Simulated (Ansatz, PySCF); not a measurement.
Molecule: SnI, net charge 1, singlet state. 
Geometry from a B3LYP-D3(BJ)/def2-TZVP (Ansatz, a first-principles code) optimisation:
```xyz
2

Sn     0.0000     0.0000    -1.3461
I      0.0000     0.0000     1.2699
```
Charge +1, spin multiplicity 1.

Total electronic energies in hartree. Cores are frozen in the correlated levels unless marked. No spin-orbit coupling. Frozen are the shells of the preceding noble gas and the d and f shells that filled before the atom's block. Past Kr the def2 sets carry scalar-relativistic core potentials. STO-3G rows are all-electron and non-relativistic. CBS(X,Y): correlation extrapolated as X^-3; Hartree-Fock from the larger set. [CCSD(T)-MP2]/basis is that difference in the basis named.

```
level                                                                 program   energy (Eh)
-------------------------------------------------------------  --------------  ------------
HF-D4/def2-TZVPD                                                PySCF + dftd4    -509.82989
PBE/def2-TZVPD                                                         Ansatz    -511.78750
PBE-D4/def2-TZVPD                                              Ansatz + dftd4    -511.78948
BLYP/def2-TZVPD                                                        Ansatz    -511.70591
B3LYP-D4/def2-TZVPD                                            Ansatz + dftd4    -511.96883
PBE0/def2-TZVPD                                                        Ansatz    -511.81381
PBE0/def2-QZVPP                                                        Ansatz    -511.81587
MN15/def2-TZVPD                                                         PySCF    -510.61359
HSE06-D3(BJ)/def2-TZVPD                                        Ansatz + dftd3    -511.81341
HSE06/def2-TZVPD                                                       Ansatz    -511.81146
wB97X-V/def2-TZVPD                                                     Ansatz    -511.75395
wB97X/def2-TZVPD                                                       Ansatz    -511.87659
B2PLYP-D3(BJ)/def2-TZVPD                                       Ansatz + dftd3    -511.24898
B2PLYP/def2-TZVPD                                                      Ansatz    -511.24615
MP2/def2-SVP                                                           Ansatz    -509.95077
MP2/def2-TZVPPD                                                        Ansatz    -510.01567
SCS-MP2/def2-TZVPP                                                     Ansatz    -510.01451
CCSD/STO-3G                                                            Ansatz  -12813.91106
CCSD/def2-TZVPPD                                                       Ansatz    -510.03723
RI-MP2/CBS(def2-TZVPP,def2-QZVPP)+[CCSD(T)-MP2]/def2-QZVPP             Ansatz     -510.0908
RI-MP2/CBS(def2-TZVPPD,def2-QZVPPD)+[CCSD(T)-MP2]/def2-QZVPPD          Ansatz     -510.0902
CCSD(T)/CBS(def2-TZVPP,def2-QZVPP)                                     Ansatz     -510.0907
CCSD(T)/CBS(def2-TZVPPD,def2-QZVPPD)                                   Ansatz     -510.0901
```

Totals of different functionals don't rank their quality; only differences between species are comparable.
